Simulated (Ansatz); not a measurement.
Diatomic ZnO, closed-shell singlet (the spin of the measured ground state). No spin–orbit coupling. Zn is treated without relativity.

The constants come from a fifth-degree fit in 1/R (seven points, main isotopes). In def2 and cc sets the state is the lowest found near the PBE0 minimum, followed along R. The singlet is held restricted.

The values were computed with Ansatz (an electronic-structure program) with Gaussian orbitals. Values without a source in brackets are computed.

Energies at CAM-B3LYP/def2-TZVPP:

```tsv
R (Å)	E (hartree)
1.578720	-1854.61471744
1.621158	-1854.62007494
1.660202	-1854.62254128
1.704338	-1854.62308904
1.748475	-1854.62179012
1.799401	-1854.61857975
1.858815	-1854.61320136
```

Task: With a reduced mass of 12.7939 u, find the minimum, the force constant and the constants.

Result: A fifth-degree polynomial in 1/R puts the minimum at r_e = 1.6937 Å with force constant 439 N/m. Then ω_e = (1/2πc)√(k/μ) = 763 cm⁻¹ and B_e = h/(8π²cμr_e²) = 0.4593 cm⁻¹; the cubic and quartic terms give α_e = 0.0040 and ω_e x_e = 5.3 cm⁻¹.
